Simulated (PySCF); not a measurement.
Species: C₈H₁₈O.
SMILES with atom numbers: `[CH3:1][CH2:2][CH2:3][C@@H:4]([CH3:5])[O:6][CH:7]([CH3:8])[CH3:9]` (hydrogens: H10, H11, H12 on C1; H13, H14 on C2; H15, H16 on C3; H17 on C4; H18, H19, H20 on C5; H21 on C7; H22, H23, H24 on C8; H25, H26, H27 on C9)

The same species was optimised twice, with GFN2-xTB and with PBE0-D3(BJ)/def2-SVP (PySCF), and the same property calculations (PySCF, gas phase) were run on both structures.

```tsv
coordinate	GFN2-xTB	PBE0-D3(BJ)/def2-SVP	change
C4–C5 (Å)	1.532	1.521	-0.011
C3–C4 (Å)	1.531	1.520	-0.011
C7–C9 (Å)	1.526	1.516	-0.010
C7–C8 (Å)	1.531	1.522	-0.009
C2–C3 (Å)	1.526	1.521	-0.005
C4–O6 (Å)	1.417	1.412	-0.005
O6–C7 (Å)	1.417	1.412	-0.005
C1–C2 (Å)	1.523	1.520	-0.003
C2–C3–C4 (°)	112.1	113.7	+1.6
C1–C2–C3 (°)	111.8	113.3	+1.5
C8–C7–C9 (°)	111.0	112.4	+1.4
C3–C4–C5 (°)	111.0	112.4	+1.4
O6–C7–C8 (°)	111.1	110.8	-0.3
C5–C4–O6 (°)	110.8	110.6	-0.2
C4–O6–C7 (°)	116.2	116.4	+0.2
C3–C4–O6 (°)	107.5	107.4	-0.1
C1–C2–C3–C4 (°)	180	179	-1
C2–C3–C4–C5 (°)	174	177	+3
C3–C4–O6–C7 (°)	152	153	+1
C4–O6–C7–C8 (°)	-85	-84	+1
```

Rotational constants: A = 2133, B = 886.0, C = 716.3 MHz (GFN2-xTB) against A = 2140, B = 886.5, C = 721.0 MHz (PBE0-D3(BJ)/def2-SVP). Point groups within 0.08 Å: C1 and C1.

On the GFN2-xTB structure: HOMO (eV) -7.11 [PBE0/pcSseg-1]; LUMO (eV) 1.45 [PBE0/pcSseg-1]; dipole (D) 1.19 [PBE0/pcSseg-1]; GIAO shielding of C1 (ppm) 170.0 [PBE0/pcSseg-1]; GIAO shielding of C2 (ppm) 161.8 [PBE0/pcSseg-1]; GIAO shielding of C3 (ppm) 142.2 [PBE0/pcSseg-1]; GIAO shielding of C4 (ppm) 110.1 [PBE0/pcSseg-1]; GIAO shielding of C5 (ppm) 164.7 [PBE0/pcSseg-1]; GIAO shielding of O6 (ppm) 244.9 [PBE0/pcSseg-1]; GIAO shielding of C7 (ppm) 114.9 [PBE0/pcSseg-1]; GIAO shielding of C8 (ppm) 164.1 [PBE0/pcSseg-1].

Q: What do these properties become on the PBE0-D3(BJ)/def2-SVP structure?

A: 
```tsv
property	level	on GFN2-xTB	on PBE0-D3(BJ)/def2-SVP	change
HOMO (eV)	PBE0/pcSseg-1	-7.11	-7.16	-0.05
LUMO (eV)	PBE0/pcSseg-1	1.45	1.40	-0.05
dipole (D)	PBE0/pcSseg-1	1.19	1.18	-0.01
energy, GFN2-xTB geometry as zero (kcal/mol)	PBE0/pcSseg-1	0.0	-0.8	-0.8
GIAO shielding of C1 (ppm)	PBE0/pcSseg-1	170.0	168.1	-1.9
GIAO shielding of C2 (ppm)	PBE0/pcSseg-1	161.8	161.4	-0.4
GIAO shielding of C3 (ppm)	PBE0/pcSseg-1	142.2	141.9	-0.3
GIAO shielding of C4 (ppm)	PBE0/pcSseg-1	110.1	111.9	+1.8
GIAO shielding of C5 (ppm)	PBE0/pcSseg-1	164.7	163.5	-1.2
GIAO shielding of O6 (ppm)	PBE0/pcSseg-1	244.9	245.4	+0.5
GIAO shielding of C7 (ppm)	PBE0/pcSseg-1	114.9	116.3	+1.4
GIAO shielding of C8 (ppm)	PBE0/pcSseg-1	164.1	162.9	-1.2
```

The heavy atoms differ by 0.030 Å rms after alignment. Among bonds between heavy atoms C3–C4, C4–C5 and C7–C9 change most and about equally (-0.011 to -0.010 Å). Changes are differences of the printed values. Neither structure is proved a minimum here.

Shape of the structure used: `[CH3:1][CH2:2][CH2:3][C@@H:4]([CH3:5])[O:6][CH:7]([CH3:8])[CH3:9]`: C1–C2–C3–C4 179°, C2–C3–C4–C5 177°, C3–C4–O6–C7 153°, C4–O6–C7–C8 -84°.
